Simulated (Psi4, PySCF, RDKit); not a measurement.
Internal rotation in SMILES CC(C)(C)/C=C\c1cccs1. Scanned: dihedral C5–C6–C7–S11; all other coordinates were relaxed at GFN2-xTB. Points at φ and −φ are mirror images. Heavy atoms are numbered in the order of the SMILES CC(C)(C)/C=C\c1cccs1, hydrogens after them in the order of the atoms that carry them; the mirror image has the same energies with the sign of each dihedral reversed.

Levels of theory: UFF // GFN2-xTB (RDKit); RKS-BP86/6-31G* = restricted BP86/6-31G*, spherical d, density fitting // GFN2-xTB (PySCF 2.14.0); PBE-D3(BJ)/def2-SVP // GFN2-xTB (Psi4).

Energies in kcal/mol, each method relative to its own lowest point.

```tsv
φ / °	UFF	RKS-BP86/6-31G*	PBE-D3(BJ)/def2-SVP
-150	5.2	0.4	1.8
-120	0.9	1.1	2.2
-90	0.2	2.5	3.0
-60	0.0	1.8	2.0
-30	3.2	0.7	0.8
0	5.3	0.0	0.0
30	3.2	0.7	0.8
60	0.0	1.8	2.0
90	0.2	2.5	3.0
120	0.9	1.1	2.2
150	5.2	0.4	1.8
180	8.3	0.3	1.5
```
